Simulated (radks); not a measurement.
The cadmium ion Cd+ inside a hard spherical wall (all orbitals vanish at R), configuration held at [Kr] 4d10 5s1 and not refilled when levels cross. Method: scalar-relativistic Kohn-Sham, r2SCAN, spin-polarised, spherical densities, finite nucleus; open shells are filled with parallel spins first (spin-orbit coupling, left out, can overturn this in heavy ions); meta-GGA in the generalised Kohn-Sham scheme; Fermi nuclear charge, rms radius 4.6087 fm; computed with a radial shooting solver on a logarithmic mesh with Libxc functionals. Eigenvalues in eV for spin up, with the zero of energy where the potential of the charges vanishes at infinity; a dash marks a level that is unbound or too diffuse for the functional's potential to be trusted. A positive occupied level is held by the wall or, in an anion where self-interaction has pushed it up, behind a barrier. The pressure on the wall is -dE/dV.

R (bohr) = free: E (hartree) -5594.97848; kinetic (hartree) 5822.038; e(4s) -117.67; e(4p) -77.833; e(4d) -21.011; e(5s) -13.715; e(5p, empty) -7.394; e(6s, empty) -; pressure (GPa) 0
R (bohr) = 15: E (hartree) -5594.97848; kinetic (hartree) 5822.038; e(4s) -117.67; e(4p) -77.833; e(4d) -21.011; e(5s) -13.715; e(5p, empty) -7.394; e(6s, empty) -; pressure (GPa) < 0.0001
R (bohr) = 12: E (hartree) -5594.97848; kinetic (hartree) 5822.038; e(4s) -117.67; e(4p) -77.833; e(4d) -21.011; e(5s) -13.715; e(5p, empty) -7.394; e(6s, empty) -0.590; pressure (GPa) < 0.0001
R (bohr) = 8: E (hartree) -5594.97830; kinetic (hartree) 5822.041; e(4s) -117.66; e(4p) -77.822; e(4d) -21.000; e(5s) -13.705; e(5p, empty) -7.340; e(6s, empty) 1.293; pressure (GPa) 0.0115
R (bohr) = 7: E (hartree) -5594.97747; kinetic (hartree) 5822.049; e(4s) -117.62; e(4p) -77.785; e(4d) -20.966; e(5s) -13.665; e(5p, empty) -7.201; e(6s, empty) 2.991; pressure (GPa) 0.0806
R (bohr) = 6: E (hartree) -5594.97323; kinetic (hartree) 5822.085; e(4s) -117.49; e(4p) -77.652; e(4d) -20.844; e(5s) -13.494; e(5p, empty) -6.743; e(6s, empty) 6.561; pressure (GPa) 0.556
R (bohr) = 5: E (hartree) -5594.95213; kinetic (hartree) 5822.227; e(4s) -117.04; e(4p) -77.212; e(4d) -20.440; e(5s) -12.797; e(5p, empty) -5.296; e(6s, empty) 14.640; pressure (GPa) 3.92
R (bohr) = 3.5: E (hartree) -5594.65001; kinetic (hartree) 5823.802; e(4s) -113.55; e(4p) -73.830; e(4d) -17.248; e(5s) -5.920; e(5p, empty) 5.167; e(6s, empty) 55.204; pressure (GPa) 115
R (bohr) = 3: E (hartree) -5594.13370; kinetic (hartree) 5826.215; e(4s) -109.59; e(4p) -70.037; e(4d) -13.410; e(5s) 3.076; e(5p, empty) 17.078; e(6s, empty) 92.339; pressure (GPa) 435
